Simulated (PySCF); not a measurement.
Two species compared at the same levels of theory.

First species: C₅H₁₄Si₂.
Atom-mapped SMILES: `[CH3:1][CH2:2][Si:3]1([CH3:4])[CH2:5][SiH2:6][CH2:7]1` (hydrogens: H8, H9, H10 on C1; H11, H12 on C2; H13, H14, H15 on C4; H16, H17 on C5; H18, H19 on Si6; H20, H21 on C7)

Cartesian coordinates in Å at the GFN2-xTB level; atoms count from 1:
```
atom  x, y, z in Å
C1    -1.6080   -1.7909    0.4347
C2    -1.7871   -0.2931    0.2251
Si3   -0.1334    0.6237   -0.0336
C4    -0.4510    2.4750   -0.3315
C5     1.1834    0.2277    1.3159
Si6    2.2518   -0.7638    0.0711
C7     1.0365   -0.2223   -1.3095
H8    -0.9810   -1.9839    1.3013
H9    -1.1328   -2.2444   -0.4312
H10   -2.5680   -2.2808    0.5913
H11   -2.3069    0.1283    1.0867
H12   -2.4366   -0.1297   -0.6358
H13   -0.8723    2.9494    0.5489
H14    0.4723    2.9893   -0.5753
H15   -1.1434    2.6291   -1.1527
H16    0.8256   -0.3389    2.1707
H17    1.6837    1.1053    1.7166
H18    2.2559   -2.2083    0.3183
H19    3.6277   -0.2857   -0.0872
H20    0.6014   -1.0341   -1.8855
H21    1.4733    0.4650   -2.0293
```

Second species: C₉H₁₁ClO.
SMILES: `COC1=CC=C(CCl)C=CC1`

Levels: PBE0/pcSseg-1 for dipole moment, HOMO energy, LUMO energy and HOMO–LUMO gap; GFN2-xTB for rotational constant A and rotational constant C. Geometries: GFN2-xTB. Each species is one conformer at its optimised geometry, gas phase, non-relativistic unless stated; the electronic structure was computed with PySCF and density fitting.

Dipoles, sizes and rotational constants follow the conformer. The torsions of the flexible species, by atom-mapped SMILES:
- `[CH3:1][CH2:2][Si:3]1([CH3:4])[CH2:5][SiH2:6][CH2:7]1`: C1–C2–Si3–C4 179°
- `[CH3:1][O:2][C:3]1=[CH:4][CH:5]=[C:6]([CH2:7][Cl:8])[CH:9]=[CH:10][CH2:11]1`: C1–O2–C3–C4 -12°, C5–C6–C7–Cl8 95°

| property | column X | column Y |
| --- | --- | --- |
| dipole moment | 2.75 D | 0.87 D |
| HOMO energy | -6.12 eV | -7.44 eV |
| LUMO energy | -0.89 eV | 0.56 eV |
| HOMO–LUMO gap | 5.23 eV | 8.00 eV |
| rotational constant A | 2.162 GHz | 2.019 GHz |
| rotational constant C | 0.431 GHz | 1.073 GHz |

Problem. Which column belongs to which species?

Solution. Column X is the second species and column Y the first. The first has 21 atoms and 72 electrons, the second 22 and 90.

Problem. How does each property change from the first species to the second?

Solution. dipole moment +1.88 D; HOMO energy +1.32 eV; LUMO energy -1.45 eV; HOMO–LUMO gap -2.77 eV; rotational constant A +0.143 GHz; rotational constant C -0.642 GHz.

On the first: In atomic units the dipole is 0.34 e·bohr (1 au = 2.5417 D).

On the second: In atomic units the dipole is 1.08 e·bohr (1 au = 2.5417 D).
